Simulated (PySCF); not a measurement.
Heteronuclear NMR

Atom-mapped SMILES (the numbers label the heavy atoms): `[CH3:1][c:2]1[n:3][n:4][c:5]([SiH3:6])[c:7]([CH3:8])[c:9]1[C:10]#[N:11]` (H(Xn): hydrogen on atom n).

How the numbers were obtained: GFN2-xTB geometry, NMR shieldings at PBE0/pcSseg-1/GIAO, in PySCF 2.14.0 with density-fitted response routines (non-relativistic Hamiltonian, fast rotation and ring inversion assumed for equivalent nuclei, one computed conformer, no solvent model).

Q: What are the 29Si shifts?

A: 
```json
{"atoms": "Si6", "environment": "silicon bonded to C, 3 H", "σ (ppm)": "422.4", "δ (ppm)": "-67.2"}
```

Shieldings were converted by a linear fit to measured shifts: 29Si (scatter 8.9 ppm rms, 25.8 ppm with the 6 outliers that the fit left out vs TMS, solution or neat liquid). Occasional misses reach two or three times the rms, and more in compound classes unlike the fitted ones.

On a 300 MHz spectrometer 29Si resonates near 59.6 MHz, so 1 ppm is 59.6 Hz.

Q: Predict the 15N NMR data.

A: 
```tsv
atoms	environment	σ (ppm)	δ (ppm)
N4	pyridine-type ring nitrogen	-233.6	67.2
N3	pyridine-type ring nitrogen	-176.7	14.7
N11	nitrile nitrogen	-75.9	-78.1
```

Shieldings were converted by a linear fit to measured shifts: 15N: δ = -148.07 − 0.921σ (rms 6.3 ppm, 71 shifts vs CH3NO2, solution or neat liquid). Occasional misses reach two or three times the rms, and more in compound classes unlike the fitted ones.

On a 400 MHz spectrometer 15N resonates near 40.5 MHz, so 1 ppm is 40.5 Hz.
